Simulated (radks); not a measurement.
Question: The tantalum ion Ta17+, configuration [Kr] 4d10 4f10. All-electron calculation, scalar-relativistic Kohn-Sham, PBEsol, spin-polarised, spherical densities, finite nucleus; open shells are filled with parallel spins first (spin-orbit coupling, left out, can overturn this in heavy ions); Fermi nuclear charge, rms radius 5.3507 fm. Program: a radial shooting solver on a logarithmic mesh with Libxc functionals. Some entries of the table are withheld. Estimate them.

orbital,occ.,eigenvalue (eV),r(max) (bohr)
1s down,1,-67727.13,0.01168
1s up,1,-67727.11,0.01168
2s up,1,-11969.81,0.06688
2s down,1,-11969.71,0.06688
2p up,3,-10543.38,0.05477
2p down,3,-10543.30,0.05477
3s up,1,-3051.111,0.1887
3s down,1,-3048.200,0.1887
3p up,3,-2626.558,0.1866
3p down,3,-2623.638,0.1865
3d up,5,-2130.143,0.1519
3d down,5,-2127.904,0.1518
4s up,1,(1),0.4268
4s down,1,(2),0.4268
4p up,3,-788.2483,0.4462
4p down,3,-783.2815,0.4463
4d up,5,-606.6995,0.4549
4d down,5,-601.8182,0.4551
4f up,7,-403.0484,0.4181
4f down,3,-398.0079,0.4191

Answer: 
(1) 4s up eigenvalue (eV): -929.8983
(2) 4s down eigenvalue (eV): -924.7776
